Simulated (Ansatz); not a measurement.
System: heptafluoropropyl methyl ether, C4H3F7O, charge 0, multiplicity 1. 
Geometry from a B3LYP-D3(BJ)/def2-TZVP (Ansatz, a first-principles code) optimisation:
SMILES: COC(F)(F)C(F)(F)C(F)(F)F
```xyz
15

C      3.3144    -0.2729    -0.4886
O      2.0757    -0.4482     0.2282
C      0.9745     0.0314    -0.3587
F      0.7465    -0.5363    -1.5772
F      1.0499     1.3737    -0.5858
C     -0.2356    -0.2612     0.5753
F     -0.3187    -1.5937     0.7626
F     -0.0123     0.3350     1.7637
C     -1.6255     0.2240     0.0659
F     -1.6421     1.5476    -0.0994
F     -2.5495    -0.1013     0.9755
F     -1.9452    -0.3604    -1.0898
H      3.2733    -0.7868    -1.4479
H      4.0734    -0.7218     0.1438
H      3.5232     0.7863    -0.6314
```
Charge 0, spin multiplicity 1.

Basis-set convergence of Hartree-Fock and CCSD(T) correlation energies (hartree) with Ansatz. Valence correlation only, unless marked. Spin-orbit coupling is left out. No relativistic terms.

| basis | functions | E(HF) | E(corr, CCSD(T)) |
|---|---|---|---|
| cc-pVDZ | 183 | -924.19864 | -2.09564 |
| cc-pVTZ | 402 | … | … |

Task: Complete the blanks.

Result: 
- cc-pVTZ, E(HF): -924.50674
- cc-pVTZ, E(corr, CCSD(T)): -2.72603
